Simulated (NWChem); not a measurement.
A series in which one site is exchanged, each optimised at PBE0/def2-SVP with NWChem, gas phase unless a solvent is named. All stand in one matching conformer (torsions within 35°), which need not be the lowest. Some are not confirmed as minima by frequencies. def2 effective core potentials on Cd, Te; no spin-orbit coupling.

A: [Cl][Be][O][SiH3] (BeSiH₃OCl; site = Be)
B: [O]([Zn][Cl])[SiH3] (ZnSiH₃OCl; site = Zn)
C: [SiH3]O[Te]Cl (SiH3TeOCl; site = Te)
D: [SiH3][O][Cd][Cl] (CdSiH₃OCl; site = Cd)

Question: Rank them by dipole (D), PBE0/def2-SVP, lowest first.

Answer: D (0.11), B (0.26), A (1.30), C (1.91)
